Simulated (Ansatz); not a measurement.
Br3In (SMILES [Br][In]([Br])[Br]), singlet, geometry from GFN2-xTB (such geometries of metal compounds can be far from the true shape) (all electrons, no relativity); PBE/STO-3G (Ansatz, a program for electronic structure).

Here is a job for Ansatz.
Ansatz 0.2 input:
```yaml
crystal:
  periodic: [false, false, false]
  atoms:
    - {symbol: In, position_ang: [-0.00000000, -0.00000000, -0.00000000]}
    - {symbol: Br, position_ang: [-1.98881671, -1.48844692, -0.19430253]}
    - {symbol: Br, position_ang: [0.00646487, 2.22371074, -1.12413895]}
    - {symbol: Br, position_ang: [1.98235183, -0.73526381, 1.31844148]}
basis:
  gaussian:
    orbitals: STO-3G
hamiltonian:
  xc: pbe
```

Problem. Write the output that Ansatz gives for this input, abridged.

Solution. 
```
Functional definition: PBE
897 factors; integrals over basis functions are off by at most 2.5e-5 eV
mean field evaluation 1: about -362481.4731 eV, gradient 3.4e1 eV
mean field evaluation 2: about -362472.9797 eV, gradient 5.0e1 eV
mean field evaluation 4: about -362487.1751 eV, gradient 5.3e-1 eV
mean field evaluation 8: about -362487.1718 eV, gradient 1.7e-3 eV
mean field -362487.17184246 eV, -13321.1578625807 hartree, gradient 6.8e-7 eV, S^2 0.000000; 0 other end points of the search recorded, 0 dependent functions left out
reference -362487.17185952 eV, -13321.1578632077 hartree; 77, 77 occupied and 4, 4 virtual orbitals, 897 factors
Total energy: -362487.17185952 eV, -13321.1578632077 hartree
```
